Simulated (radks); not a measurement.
Neutral boron inside a hard spherical wall (all orbitals vanish at R), configuration held at [He] 2s2 2p1 and not refilled when levels cross. Method: scalar-relativistic Kohn-Sham, LDA (Slater exchange, Perdew-Wang correlation), spin-polarised, spherical densities, finite nucleus; open shells are filled with parallel spins first; Fermi nuclear charge, rms radius 2.406 fm; computed with a radial shooting solver on a logarithmic mesh with Libxc functionals. Eigenvalues in eV for spin up, with the zero of energy where the potential of the charges vanishes at infinity; a dash marks a level that is unbound or too diffuse for the functional's potential to be trusted. A positive occupied level is held by the wall or, in an anion where self-interaction has pushed it up, behind a barrier. The pressure on the wall is -dE/dV.

R (bohr)  E (hartree)  kinetic (hartree)    e(1s)   e(2s)   e(2p)  e(3s, empty)  e(3p, empty)  pressure (GPa)
free        -24.35987             24.193  -178.64  -9.805  -4.096        -0.162             -               0
20          -24.35987             24.193  -178.64  -9.805  -4.096        -0.123         0.436        < 0.0001
15          -24.35987             24.193  -178.64  -9.805  -4.096        -0.008         0.759        < 0.0001
10          -24.35979             24.194  -178.63  -9.795  -4.084         0.706         2.002         0.00230
7           -24.35701             24.214  -178.36  -9.633  -3.881         3.327         5.362           0.166
6           -24.34999             24.256  -177.89  -9.358  -3.533         5.975         8.301           0.811
4           -24.22180             24.811  -173.59  -6.445  -0.078        23.934        25.617            27.9
2.5         -23.11066             27.922  -158.16   9.847  15.920        95.343        85.544             750
